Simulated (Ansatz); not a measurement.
AlFH4OSi can be A, `O[SiH](F)[AlH2]`, or B, `O[SiH2][AlH][F]`.

Isolated molecules relaxed with PBE0-D4/def2-TZVP in Ansatz; ΔE leaves out vibrations. CCSD(T)/CBS is the MP2 limit (def2-TZVPP, def2-QZVPP) plus CCSD(T) − MP2 in def2-TZVPP, frozen cores. Functionals use def2-TZVPP. Each species was taken in one conformer, which may not be the lowest.

Task: Which isomer does CCSD(T)/CBS put lower? Give the gap. (Estimate.)

Result: The calculation gave: B, by 10.0 kcal/mol.

Task: Give E(B) − E(A) in kcal/mol with CCSD/def2-TZVPP, CCSD(T)/def2-TZVPP, PBE-D4, LDA (SPW92), B2PLYP, CCSD(T)/def2-SVP, r2SCAN-D4. (Best estimate.)

Result: The calculation gave: CCSD/def2-TZVPP -9.6, CCSD(T)/def2-TZVPP -9.8, PBE-D4 -10.6, LDA (SPW92) -9.9, B2PLYP -10.2, CCSD(T)/def2-SVP -12.7, r2SCAN-D4 -10.5. None reverses the order clearly.

Task: Does the order hold for the free energy at 298.15 K (harmonic terms from PBE0-D4)? (Best estimate.)

Result: Ansatz gave: Yes: G(B) − G(A) = -9.6 kcal/mol, for one conformer each. Modes under 60 cm⁻¹, often nearly free rotors, make the harmonic entropy too high.

Largest T1 diagnostic: 0.013.

At CCSD(T), def2-SVP lies −2.7 kcal/mol from the extrapolated value and def2-TZVPP +0.2 kcal/mol. From BLYP to BHLYP (50 % exact exchange), in def2-TZVPP and without D4, E(B) − E(A) moves by +1.6 kcal/mol.
